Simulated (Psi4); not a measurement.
Here is a job for Psi4.
```
memory 2 GB

molecule {
0 1
  Te   -0.24096891   -0.13383960    0.53335021
  C    -1.22318747    1.47675859   -0.52765665
  H    -2.06445686    1.79963104    0.07132246
  H    -1.57376486    1.13899219   -1.49614966
  H    -0.52193490    2.29274232   -0.64959130
  O     1.41398414   -0.07959604   -0.59109691
  C     1.40510652   -0.67169820   -1.85919102
  H     0.67547815   -0.20375578   -2.52595094
  H     2.40406409   -0.51575564   -2.27052128
  H     1.20761061   -1.74578898   -1.81345913
}

set basis def2-sv(p)

energy('pbe')
print_variables()
```

### Question
What dipole moment does PBE/def2-SV(P) (Psi4) give?

### Answer
1.63 D

### Question
What is the computed nuclear repulsion energy (PBE/def2-SV(P))?

### Answer
203.9198 Eh

### Question
What total energy does PBE/def2-SV(P) give?

### Answer
-422.6924 Eh

### Question
Roughly what does it cost on one core?

### Answer
about 14 core-seconds (a rough figure).
